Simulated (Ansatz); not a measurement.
Isolated molecules relaxed with PBE0-D4/def2-TZVP in Ansatz; ΔE leaves out vibrations. CCSD(T)/CBS is the MP2 limit (def2-TZVPP, def2-QZVPP) plus CCSD(T) − MP2 in def2-TZVPP, frozen cores. This one scheme is used for every species. DFT in def2-TZVPP. One conformer a species, not always the lowest.

`N[SiH](O)[SiH2]O` + SiH₄ → `N[SiH](O)[SiH3]` + `O[SiH3]`  (formal exchange of groups at the Si–Si bond)

`N[SiH](O)[SiH2]O`:

```xyz
12

N     1.191   -1.457   -0.743
Si   -0.245   -0.570   -0.491
O    -0.526    0.724   -1.503
Si   -0.198    0.611    1.534
O    -0.850    2.101    1.234
H     2.104   -1.097   -0.521
H     1.234   -2.278   -1.322
H    -1.332   -1.571   -0.688
H    -0.682    0.555   -2.434
H    -0.974   -0.046    2.620
H     1.210    0.733    2.018
H    -0.931    2.294    0.296
```

SiH₄:

```xyz
5

Si    0.000    0.000    0.000
H     0.070    0.145    1.476
H    -0.903   -1.127   -0.344
H     1.357   -0.273   -0.536
H    -0.525    1.254   -0.596
```

`N[SiH](O)[SiH3]`:

Z-matrix (Å, degrees):
```
Si
O 1 1.654
Si 1 2.339 2 103.5
N 1 1.709 2 115.4 3 121.1
H 1 1.491 2 110.4 3 -121.8
H 2 0.959 1 117.3 3 -177.8
H 3 1.487 1 112.3 2 -47.4
H 3 1.489 1 109.8 2 -168.2
H 3 1.491 1 109.8 2 73.3
H 4 1.005 1 122.7 2 104.2
H 4 1.005 1 124.1 2 -68.0
```

`O[SiH3]`:

Cartesian coordinates in Å:
```
O 0.844 0.679 -0.685
Si -0.353 -0.162 0.073
H 1.698 0.727 -0.256
H 0.017 -1.591 0.267
H -1.539 -0.065 -0.808
H -0.667 0.413 1.410
```

**Question.** Is it downhill or uphill in electronic energy at CCSD(T)/CBS, and by how much? (Best estimate.)

**Answer.** Computed: Nearly level: ΔE = -2.3 kJ/mol.

**Question.** What do these levels give: LDA (SPW92), BHLYP-D4, ωB97X-V, PBE0, r2SCAN0, BHLYP, CAM-B3LYP, LC-ωPBE, CCSD/def2-SVP, SCS-MP2/def2-TZVPP, CCSD(T)/def2-TZVPP, HF/CBS(def2)? (Estimate.)

**Answer.** Computed: LDA (SPW92) 3.3, BHLYP-D4 -1.4, ωB97X-V -0.5, PBE0 -2.3, r2SCAN0 -2.5, BHLYP -3.6, CAM-B3LYP -1.6, LC-ωPBE -2.0, CCSD/def2-SVP 0.8, SCS-MP2/def2-TZVPP -3.1, CCSD(T)/def2-TZVPP -2.0, HF/CBS(def2) -7.8 kJ/mol.

Largest T1 diagnostic among the species: 0.012.

At CCSD(T), def2-SVP lies +4.0 kJ/mol from the extrapolated value and def2-TZVPP +0.2 kJ/mol. In def2-TZVPP, CCSD(T) changes the Hartree–Fock value by +5.1 kJ/mol (the triples alone add +1.0 kJ/mol) and MP2 by +4.6 kJ/mol. Leaving LDA and LC-ωPBE aside and taking each functional with its dispersion term where it has one, the values, not all of them listed here, spread over 4.6 kJ/mol, from PBE-QIDH to BLYP-D4. LDA lies +3.9 kJ/mol from PBE without D4.
